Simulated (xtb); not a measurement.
Sn(I)(OH)3 (H₃IO₃Sn), SMILES [Sn]([OH])([OH])([OH])[I]. All values are semi-empirical tight-binding results from xtb (GFN2-xTB unless named), good for trends rather than for accurate numbers. Coordinates come from a GFN2-xTB optimisation. The structure was generated by enumeration; whether it is a known compound was not checked. Other conformers were not sampled.

Optimised geometry:

Bond lengths (Å): O1–Sn2 1.921, O1–H6 0.958, Sn2–O3 1.921, Sn2–O4 1.921, Sn2–I5 2.641, O3–H7 0.958, O4–H8 0.958. Bond angles (°): Sn2–O1–H6 114.5, O1–Sn2–O3 108.1, O1–Sn2–O4 108.1, O1–Sn2–I5 110.8, O3–Sn2–O4 108.1, O3–Sn2–I5 110.8, O4–Sn2–I5 110.8, Sn2–O3–H7 114.5, Sn2–O4–H8 114.5.
Charge 0, spin multiplicity 1.

For metal compounds this method's bond lengths and energies can be far off.

| Quantity | Result |
|---|---|
| point group as xtb finds it | C3 |
| orbital gap | 3.13 eV |
| zero-point energy | 23.1 kcal/mol |
| G − E(el) at 298.15 K (modified RRHO) | 0.6 kcal/mol |

Computed atomic charges and the Wiberg bond orders between heavy atoms:
charges (e) O1 -0.48, Sn2 0.53, O3 -0.48, O4 -0.48, I5 -0.04, H6 0.32, H7 0.32, H8 0.32. Bond orders O1–Sn2 0.81, Sn2–O3 0.81, Sn2–O4 0.81, Sn2–I5 0.80.
